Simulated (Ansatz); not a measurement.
`BOC(C)[SiH3]`, charge 0, multiplicity 1.

Give a relaxed structure at PBE0-D4/def2-TZVP (Ansatz 0.2.0). (Best estimate.)

Computed: 
Z-matrix (Å, degrees):
```
C
O 1 1.432
Si 1 1.900 2 107.7
C 1 1.514 2 109.1 3 123.0
H 1 1.098 2 108.7 3 -117.5
B 2 1.340 1 122.4 3 116.8
H 3 1.488 1 109.1 2 -177.7
H 3 1.486 1 109.6 2 62.6
H 3 1.486 1 109.6 2 -58.0
H 4 1.093 1 110.5 2 -179.4
H 4 1.092 1 110.9 2 -59.2
H 4 1.093 1 110.7 2 60.8
H 6 1.204 2 120.2 1 0.6
H 6 1.196 2 116.9 1 -179.5
```
This is one stationary point; other conformers may exist.
